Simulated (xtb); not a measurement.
C3H3BO2, SMILES O=CB(O)C#C. All values are semi-empirical tight-binding results from xtb (GFN2-xTB unless named), good for trends rather than for accurate numbers. Coordinates come from a GFN2-xTB optimisation. The structure was generated by enumeration, and PubChem lists no compound with its InChIKey, so it may never have been made. One conformer was computed; it need not be the lowest.

Optimised geometry:

```xyz
9

C      2.4143    -0.7071     0.2187
C      1.3236    -0.2888    -0.0727
B     -0.0620     0.2387    -0.4245
O     -0.3130     1.1475    -1.3622
C     -1.3078    -0.4104     0.3514
O     -1.7191    -0.1442     1.4525
H      3.3654    -1.0735     0.4790
H      0.4322     1.5180    -1.8386
H     -1.8117    -1.2270    -0.2249
```
Charge 0, spin multiplicity 1.

```yaml
orbital_gap: 2.97 eV
dipole_moment: 4.43 D
zero_point_energy: 33.9 kcal/mol
G − E(el) at 298.15 K (modified RRHO): 14.4 kcal/mol
static polarisability (D4 model): 52.2 bohr³
solvation energy, GFN2-xTB/ALPB(water): -7.1 kcal/mol
solvation energy, GFN2-xTB/ALPB(toluene): -6.5 kcal/mol
```

Question: Give the IR lines (harmonic; lines under 4 % of the strongest left out, lines within 3 cm⁻¹ merged). (An estimate is asked for; the answer gives what the named calculation found.)

Answer: ν (cm⁻¹): 648 (m), 673 (w), 690 (m), 721 (m), 903 (m), 1115 (s), 1333 (vs), 1373 (m), 1760 (s), 2203 (w), 2631 (s), 3577 (w) (against the strongest line: vs over 80 %, s over 45 %, m over 15 %, w over 4 %, vw less)

Question: Give the atomic charges and the Wiberg bond orders between heavy atoms. (Estimate from the structure and the level; the computed values follow.)

Answer: charges (e) C1 -0.07, C2 -0.11, B3 0.33, O4 -0.40, C5 0.14, O6 -0.32, H7 0.08, H8 0.31, H9 0.02. Bond orders C1–C2 2.88, C2–B3 1.02, B3–O4 1.32, B3–C5 0.92, C5–O6 1.96.
